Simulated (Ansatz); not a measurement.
Reaction (substitution at a C–Sn bond): `C[O][SnH]([CH3])[SeH]` + `C[S][Ge][OH]` → `C[O][Ge][S]C` + `C[O][SnH2][SeH]`

Gas-phase electronic energies from Ansatz, PBE0-D4/def2-TZVP geometries. CCSD(T)/CBS adds triple-zeta CCSD(T) − MP2 to the extrapolated MP2 energy (def2 sets, frozen cores). Functionals use def2-TZVPP. B3LYP here is the variant with VWN-RPA as its local correlation; programs differ in this. Elements past krypton have def2 core potentials. For Ge, Se, Sn outer-core shells are correlated without core-valence functions, which leaves a few kJ/mol of doubt a bond. Scalar relativity is left out up to krypton. Each species was taken in one conformer, which may not be the lowest.

`C[O][SnH]([CH3])[SeH]`:

Z-matrix (Å, degrees):
```
C
O 1 1.403
H 1 1.100 2 112.4
H 1 1.094 2 108.4 3 118.9
H 1 1.098 2 112.3 3 -122.1
Sn 2 1.967 1 120.2 3 64.1
Se 6 2.535 2 108.2 1 55.1
C 6 2.120 2 103.1 1 172.8
H 6 1.712 2 107.6 1 -61.7
H 7 1.468 6 91.6 2 -98.2
H 8 1.089 6 110.2 2 176.7
H 8 1.089 6 108.9 2 -63.0
H 8 1.090 6 109.1 2 56.1
```

`C[S][Ge][OH]`:

```xyz
8

C    -0.091   -0.885    1.304
S    -0.774    0.221    0.040
Ge    1.036    0.535   -1.238
O     0.314    1.622   -2.457
H    -0.192   -0.417    2.282
H    -0.643   -1.824    1.295
H     0.965   -1.092    1.117
H    -0.615    1.840   -2.342
```

`C[O][Ge][S]C`:

Z-matrix (Å, degrees):
```
C
O 1 1.408
H 1 1.094 2 109.6
H 1 1.094 2 109.6 3 -118.9
H 1 1.098 2 112.8 3 120.6
Ge 2 1.795 1 120.7 3 -120.6
S 6 2.227 2 97.9 1 -180.0
C 7 1.812 6 107.5 2 -0.0
H 8 1.089 7 108.5 6 -120.1
H 8 1.088 7 110.3 6 0.5
H 8 1.090 7 108.5 6 121.2
```

`C[O][SnH2][SeH]`:

Z-matrix (Å, degrees):
```
C
O 1 1.405
H 1 1.100 2 112.4
H 1 1.098 2 112.3 3 122.2
H 1 1.094 2 108.2 3 -118.8
Sn 2 1.963 1 119.7 3 -63.2
Se 6 2.527 2 108.8 1 -55.2
H 6 1.696 2 103.6 1 -172.6
H 6 1.707 2 108.1 1 63.0
H 7 1.469 6 91.5 2 95.7
```

| level | ΔE (kJ/mol) | difference from CCSD(T)/CBS |
| --- | --- | --- |
| PBE-D4 | 88.0 | -12.4 |
| r2SCAN-D4 | 90.4 | -10.0 |
| PBE0-D4 | 90.6 | -9.8 |
| B3LYP-D4 | 85.3 | -15.1 |
| ωB97X-V | 87.5 | -12.9 |
| ωB97M-V | 92.1 | -8.3 |
| B2PLYP | 90.5 | -9.9 |
| PBE | 88.0 | -12.4 |
| r2SCAN | 90.5 | -9.9 |
| PBE0 | 90.5 | -9.9 |
| B3LYP | 85.2 | -15.2 |
| HF/def2-TZVPP | 82.3 | -18.1 |
| MP2/def2-TZVPP | 103.4 | 3.0 |
| SCS-MP2/def2-TZVPP | 96.0 | -4.4 |
| CCSD/def2-TZVPP | 93.2 | -7.2 |
| CCSD(T)/def2-TZVPP | 93.5 | -6.9 |
| HF/def2-QZVPP | 82.5 | -17.9 |
| MP2/def2-QZVPP | 107.5 | 7.1 |
| SCS-MP2/def2-QZVPP | 100.0 | -0.4 |
| HF/CBS(def2) | 82.6 | -17.8 |
| MP2/CBS(def2) | 110.3 | 9.9 |
| CCSD/CBS(def2) | 100.1 | -0.3 |
| CCSD(T)/CBS | 100.4 | 0 |

Largest T1 diagnostic among the species: 0.015.

In def2-TZVPP, CCSD(T) changes the Hartree–Fock value by +11.2 kJ/mol (the triples alone add +0.3 kJ/mol) and MP2 by +21.1 kJ/mol.
